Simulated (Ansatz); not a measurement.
Calculation: frozen-core CCSD(T)/cc-pVTZ // B3LYP-D3(BJ)/def2-TZVP (Ansatz, an electronic-structure program).

Ansatz 0.2 input:
```yaml
crystal:
  periodic: [false, false, false]
  atoms:
    - { symbol: C, position_ang: [-0.964227, -0.029234, -0.016765] }
    - { symbol: Ga, position_ang: [0.982877, 0.021295, 0.013358] }
    - { symbol: F, position_ang: [1.941978, 1.49436, 0.002897] }
    - { symbol: F, position_ang: [2.023366, -1.394931, 0.05462] }
    - { symbol: H, position_ang: [-1.33082, 0.606782, -0.820912] }
    - { symbol: H, position_ang: [-1.307331, -1.050814, -0.162868] }
    - { symbol: H, position_ang: [-1.345843, 0.352541, 0.929667] }
basis:
  gaussian: { orbitals: cc-pVTZ }
correlation:
  method: ccsd_t
```

Output:

```
Functional definition: HF
1059 factors; integrals over basis functions are off by at most 1.1e-3 eV
mean field evaluation 1: about -58826.4972 eV, gradient 4.6e1 eV
mean field evaluation 2: about -58826.5592 eV, gradient 4.6e1 eV
mean field evaluation 4: about -58830.1550 eV, gradient 2.5e0 eV
mean field evaluation 8: about -58830.1912 eV, gradient 1.9e-1 eV
mean field evaluation 16: about -58828.8022 eV, gradient 3.2e1 eV
mean field -58830.19141571 eV, -2161.9696579913 hartree, gradient 1.7e-6 eV, S^2 0.000000; 0 other end points of the search recorded, 0 dependent functions left out
12 core orbitals not correlated
reference -58830.19141571 eV, -2161.9696579913 hartree; 17, 17 occupied and 146, 146 virtual orbitals, 1059 factors
second order -22.96446716 eV of doubles, -0.00000000 eV of singles
cycle   1  -22.56968889 eV  change    3.9e-1 eV  update   1.1e-1
cycle   2  -23.12119413 eV  change   -5.5e-1 eV  update   3.5e-2
cycle   3  -23.24691077 eV  change   -1.3e-1 eV  update   1.8e-2
cycle   4  -23.23544492 eV  change    1.1e-2 eV  update   4.6e-3
cycle   5  -23.23155689 eV  change    3.9e-3 eV  update   1.8e-3
cycle   6  -23.23271531 eV  change   -1.2e-3 eV  update   5.7e-4
cycle   7  -23.23254150 eV  change    1.7e-4 eV  update   1.8e-4
cycle   8  -23.23239533 eV  change    1.5e-4 eV  update   5.6e-5
cycle   9  -23.23242200 eV  change   -2.7e-5 eV  update   2.0e-5
perturbative correction -0.82561247 eV, -0.0303406986 hartree
Total energy: -58854.24945018 eV, -2162.8537744509 hartree
```

Cost: roughly 2.8 core-minutes.
